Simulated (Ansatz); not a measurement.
Cost and result up the ladder for Si32H36, a nanocrystal cut from cubic silicon (68 atoms). The state is a singlet with charge 0. Geometry: PBE-D4/def2-SVP.

Cartesian coordinates in Å:
```
Si 3.644 -0.828 -1.502
Si 3.147 -0.021 2.220
Si 1.968 2.516 -2.452
Si 1.466 3.329 1.268
Si 1.295 -2.508 4.540
Si 1.812 -3.307 0.788
Si 0.143 0.020 -0.180
Si -1.219 -3.278 -1.613
Si -1.685 -2.457 2.098
Si 0.619 -0.798 -3.898
Si -2.881 0.035 -2.556
Si -0.349 0.830 3.531
Si -2.054 4.170 2.642
Si -3.348 0.858 1.154
Si -1.531 3.356 -1.108
Si -4.746 -2.450 -0.246
Si 3.394 -3.107 -0.947
Si 2.746 -2.294 2.701
Si 4.678 0.049 0.430
Si 2.857 3.680 -0.602
Si 1.597 0.228 -2.012
Si 1.114 1.042 1.698
Si -0.022 3.709 -2.884
Si -0.597 4.370 0.804
Si 0.108 -3.075 -3.550
Si -0.734 -1.446 4.001
Si -0.227 -2.257 0.260
Si -1.896 1.070 -0.688
Si -3.283 -2.238 -2.077
Si -3.743 -1.418 1.616
Si -1.487 0.109 -4.455
Si -2.403 1.880 3.054
H 4.578 -0.692 -2.683
H 3.741 0.650 3.438
H 2.905 2.647 -3.631
H 2.079 3.960 2.498
H 1.911 -1.864 5.760
H 1.053 -3.969 4.837
H 1.540 -4.765 1.078
H -1.455 -4.737 -1.296
H -1.912 -3.928 2.367
H 1.558 -0.663 -5.076
H -4.195 0.724 -2.850
H 0.291 1.493 4.730
H -1.444 4.829 3.856
H -3.368 4.848 2.333
H -4.654 1.538 0.810
H -2.860 4.005 -1.420
H -4.999 -3.911 0.044
H -6.065 -1.785 -0.561
H 4.725 -3.587 -0.416
H 3.030 -3.958 -2.134
H 4.071 -2.961 2.995
H 5.831 -0.866 0.773
H 5.227 1.434 0.218
H 4.286 3.309 -0.311
H 2.814 5.153 -0.939
H 0.333 5.177 -2.902
H -0.633 3.358 -4.213
H -0.338 5.827 0.495
H 1.335 -3.944 -3.478
H -0.722 -3.531 -4.728
H -1.712 -1.550 5.149
H -3.880 -2.887 -3.305
H -4.639 -1.522 2.829
H -1.390 1.499 -5.021
H -2.094 -0.787 -5.509
H -3.335 1.686 4.228
```

Ansatz on 10 threads of AMD EPYC 7R13 on a shared host and a whole NVIDIA H100 80GB HBM3. Times are rough, and most runs start from the orbitals of an earlier one. PBE0-D4/def2-TZVP serves as the yardstick here, not as an exact answer. Differences are given only for rows in sets of like size (and for xTB, whose basis is part of the method), since another set adds its own error. Binding counts from free atoms at the same level (Si triplet, H doublet; other spins of the atoms weren't run), without zero-point energy or a counterpoise term.

Correlated methods freeze 160 core orbitals. The rows differ in basis, and correlated rows in double-zeta sets carry the largest basis error. Single mean-field runs in def2-SVP, def2-TZVP are fitted with def2-universal-jkfit.

Correlated methods converge slowly with the basis, most of all in double-zeta sets.

```csv
level,functions,binding energy per atom (eV),difference from PBE0-D4/def2-TZVP (eV)
LDA (SPW92)/def2-TZVP,1400,3.78,0.36
r2SCAN-D4/def2-TZVP (with forces),1400,3.42,0.00
PBE0-D4/def2-TZVP (with forces),1400,3.41,0.00
MP2/def2-SVP,756,3.14,–
PBE0-D4/def2-SVP,756,3.42,–
PBE-D4/def2-TZVP,1400,3.41,0.00
PBE-D4/def2-SVP,756,3.42,–
```

(1) Estimate how long each takes.

## Answers

(1) PBE-D4/def2-SVP 4.7 s; PBE0-D4/def2-SVP 6 s; LDA (SPW92)/def2-TZVP 7.5 s; MP2/def2-SVP 7.5 s; PBE-D4/def2-TZVP 8 s; r2SCAN-D4/def2-TZVP (with forces) 11 s; PBE0-D4/def2-TZVP (with forces) 15 s. On shared hardware such times vary by a factor of up to 3.
